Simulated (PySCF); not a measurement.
Level of theory: B3LYP-D3(BJ)/def2-TZVP // PBE0-D4/def2-TZVP in PySCF. Isolated molecules, 0 K electronic values unless said otherwise. B3LYP has the VWN-RPA correlation part, as in Gaussian. Delta-SCF ions had no search for a lower state. Excitations are Tamm–Dancoff values on a coarser integration grid. The basis has no diffuse functions, so Rydberg states are missing or too high.

Reference species (SMILES): `C#CNC` (neutral, multiplicity 1).

```
Item                                      Value
--------------------------------------  -------
S1 oscillator strength                    0.001
vertical ionisation energy (Delta-SCF)  8.49 eV
T1 excitation (TDA)                     4.96 eV
```

Changed species: `CC=C=N`.

### Question
Predict the effect on the S1 oscillator strength, vertical ionisation energy (Delta-SCF) and T1 excitation (TDA).

### Answer
the S1 oscillator strength is nearly the same; the vertical ionisation energy (Delta-SCF) increases by 0.31 eV, to 8.80 eV; the T1 excitation (TDA) drops by 0.93 eV, to 4.03 eV.
